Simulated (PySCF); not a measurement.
**Question.** What does the PBE0-D3(BJ)/def2-SVP structure of `[AsH](C)[GeH2][CH]1CCC1` look like in three dimensions?

**Answer.** 
Z-matrix in Å and degrees, rows numbered from 1:
```
C 
As  1  1.9789
Ge  2  2.4230  1   97.63
C   3  1.9621  2  109.64  1   163.52
C   4  1.5494  3  114.26  2   163.05
C   5  1.5410  4   88.89  3  -100.21
C   6  1.5407  5   89.17  4   -15.87
H   1  1.0980  2  113.06  3   -45.27
H   1  1.0993  2  108.43  3    75.96
H   1  1.0993  2  108.48  3  -166.71
H   2  1.5283  1   95.88  3    92.87
H   3  1.5478  2  107.72  1   -77.84
H   3  1.5477  2  111.86  1    40.39
H   4  1.1017  3  107.42  2   -66.87
H   5  1.1019  4  118.23  3    20.53
H   5  1.1016  4  111.56  3   146.27
H   6  1.1005  5  111.94  4    97.49
H   6  1.1001  5  117.38  4  -136.58
H   7  1.1015  4  111.54  3  -146.23
H   7  1.1021  4  118.14  3   -20.66
```

As2 (arsenic bonded to C, Ge and H) is pyramidal (angles 97.6°, 95.9° and 92.1°, sum 285.6°, 0.99 Å off the plane of its three neighbours). The 4-membered ring C4–C5–C6–C7 has internal angles of 88.6° to 89.2° (sum 356°, against 360° for a flat polygon); it is puckered, 0.11 Å rms from its mean plane, widest ring torsion 16°. Ge3 (germanium bonded to As, C and 2 H) is tetrahedral (angles from 107.7° to 111.9°).

Theory: PBE0-D3(BJ)/def2-SVP geometry optimisation, gas phase (PySCF 2.14.0).

Point group: C1 (no symmetry element, even within 0.4 Å). Stationary, but not proved a minimum. The numbers are those of one conformer (C1–As2–Ge3–C4 164°, As2–Ge3–C4–C5 163°, Ge3–C4–C5–C6 -100°, C4–C5–C6–C7 -16°, C5–C6–C7–C4 16°, Ge3–C4–C7–C6 100°).

On one thread of an INTEL XEON PLATINUM 8581C at 2.30 GHz, no GPU, shared host with 48 logical CPUs at a one-minute load of 29, this took 6.5 min and 0.97 GiB of memory at its peak. That covers the optimisation of the geometry.
